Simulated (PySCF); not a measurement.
CuH: from constants to spectrum

RHF-CCSD(T) constants of CuH, ¹Σ⁺ (singlet), closed shell (Cu def2-TZVPP, H def2-TZVPP; no relativity (PySCF 2.14); masses 62.9296 and 1.0078 u):

- ωe: 1870.1 cm⁻¹
- ωexe: 38.9 cm⁻¹
- Be: 7.8962 cm⁻¹
- αe: 0.284 cm⁻¹
- D (centrifugal): 0.000563 cm⁻¹
- De to Cu (3d10 4s1) + H: 2.69 eV

(1) Give the vibrational terms G(v) and spacings up to v = 6.

(2) How well does the Morse estimate ωe²/(4ωexe) reproduce De, and what is D0?

Correlated steps freeze 5 core orbitals. Where the molecule has an RHF reference, its open-shell atoms are computed with UHF. The CCSD T1 diagnostic is raised, a sign that a single reference may not be enough here.

## Answers

(1) G(v) = ωe(v+½) − ωexe(v+½)².

```
v  G(v) (cm⁻¹)  G(v) − G(v−1)  Bv (cm⁻¹)
0          925                     7.754
1         2718           1792      7.470
2         4432           1715      7.186
3         6069           1637      6.902
4         7628           1559      6.618
5         9109           1481      6.334
6        10512           1403      6.050
```

(2) It gives 2.79 eV, 104 % of the computed De. D0 = De − G(0) = 2.69 − 0.11 = 2.58 eV.
